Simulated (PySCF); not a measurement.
Delta-SCF ions had no search for a lower state. Excitations are Tamm–Dancoff values on a coarser integration grid. The basis has no diffuse functions, so Rydberg states are missing or too high.

Species: BI3, SMILES `IB(I)I` (charge 0, multiplicity 1).

Predict the HOMO–LUMO gap, S1–T1 gap (TDA), vertical ionisation energy (Delta-SCF), S1 excitation (TDA), dipole moment, HOMO, T1 excitation (TDA) and brightest of the four lowest singlets (TDA) from PBE-D3(BJ)/def2-TZVP // r2SCAN-D4/def2-TZVP (PySCF).


| Item | Value |
|---|---|
| HOMO–LUMO gap | 3.02 eV |
| S1–T1 gap (TDA) | 0.15 eV |
| vertical ionisation energy (Delta-SCF) | 8.72 eV |
| S1 excitation (TDA) | 3.09 eV |
| dipole moment | 0.00 D |
| HOMO | -6.26 eV |
| T1 excitation (TDA) | 2.94 eV |
| brightest of the four lowest singlets (TDA) | 4.30 eV |
